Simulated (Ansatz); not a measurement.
Ansatz (a program for electronic structure) input (B3LYP/LANL2DZ): The .json file is the Basis Set Exchange's LANL2DZ.

Ansatz 0.2 input:
```yaml
crystal:
  periodic: [false, false, false]
  atoms:
    - {symbol: B, position_ang: [0.00046200, 0.01056600, 0.81325000]}
    - {symbol: B, position_ang: [-0.00046200, -0.01056600, -0.81325000]}
    - {symbol: H, position_ang: [1.01413400, 0.01099500, 1.44912900]}
    - {symbol: H, position_ang: [-1.01248500, 0.02667200, 1.45007800]}
    - {symbol: H, position_ang: [0.00700800, 0.99439000, -1.46277200]}
    - {symbol: H, position_ang: [-0.00865600, -1.03205800, -1.43643500]}
basis:
  gaussian:
    orbitals: LANL2DZ.json
hamiltonian:
  xc: {name: B3LYP}
relax: {f_tol: 0.003, max_steps: 120}
```

From the output:

```
integrals: 0.01 GiB planned
356 factors; integrals over basis functions are off by at most 2.6e-4 eV
mean field: 0.06 GiB planned
mean field -1415.85055933 eV, -52.0315483572 hartree, gradient 8.2e-5 eV, S^2 0.000000; 0 other end points of the search recorded, 0 dependent functions left out
the calculation of the forces begins
reference -1415.85079074 eV, -52.0315568617 hartree; 7, 7 occupied and 19, 19 virtual orbitals, 356 factors
relax step   3: F+E_penalty+E_count = -1415.85055933 eV  Δ(F+E_penalty+E_count) = -3.790e-4 eV  max|allowed force component| = 7.292e-3 eV/Å  Δτ_max = 0.0032 Å  (17 SCF iters, accepted)
these checks for a lower state are left out or cut short: starts, cluster_reference, orbital_swaps, neighbouring_geometries, increment
integrals: 0.01 GiB planned
356 factors; integrals over basis functions are off by at most 2.6e-4 eV
mean field: 0.06 GiB planned
mean field -1415.85056114 eV, -52.0315484237 hartree, gradient 5.2e-6 eV, S^2 0.000000; 0 other end points of the search recorded, 0 dependent functions left out
the calculation of the forces begins
reference -1415.85079256 eV, -52.0315569284 hartree; 7, 7 occupied and 19, 19 virtual orbitals, 356 factors
relax step   4: F+E_penalty+E_count = -1415.85056114 eV  Δ(F+E_penalty+E_count) = -1.810e-6 eV  max|allowed force component| = 1.021e-3 eV/Å  Δτ_max = 0.0003 Å  (15 SCF iters, accepted)
integrals: 0.01 GiB planned
356 factors; integrals over basis functions are off by at most 2.6e-4 eV
mean field: 0.06 GiB planned
mean field evaluation 32: about -1414.7003 eV, gradient 1.6e1 eV
mean field -1415.85056114 eV, -52.0315484237 hartree, gradient 5.2e-6 eV, S^2 0.000000; 1 other end points of the search recorded, 0 dependent functions left out
the calculation of the forces begins
reference -1415.85079256 eV, -52.0315569284 hartree; 7, 7 occupied and 19, 19 virtual orbitals, 356 factors
Total energy: -1415.85079256 eV, -52.0315569284 hartree
Atom 0 at     0.000466     0.010668     0.821130 Å, force     0.000001     0.000013     0.001021 eV/Å
Atom 1 at    -0.000467    -0.010668    -0.821130 Å, force    -0.000001    -0.000013    -0.001021 eV/Å
Atom 2 at     1.017745     0.011105     1.459756 Å, force     0.000676    -0.000004     0.000112 eV/Å
Atom 3 at    -1.016084     0.026838     1.460709 Å, force    -0.000676     0.000007     0.000113 eV/Å
Atom 4 at     0.007030     0.997856    -1.473448 Å, force     0.000005     0.000675    -0.000121 eV/Å
Atom 5 at    -0.008690    -1.035801    -1.447017 Å, force    -0.000005    -0.000678    -0.000104 eV/Å
Dipole moment:    -0.000000    -0.000000    -0.000000 e Å
```

The geometry given is a B3LYP-D3(BJ)/def2-TZVP minimum.
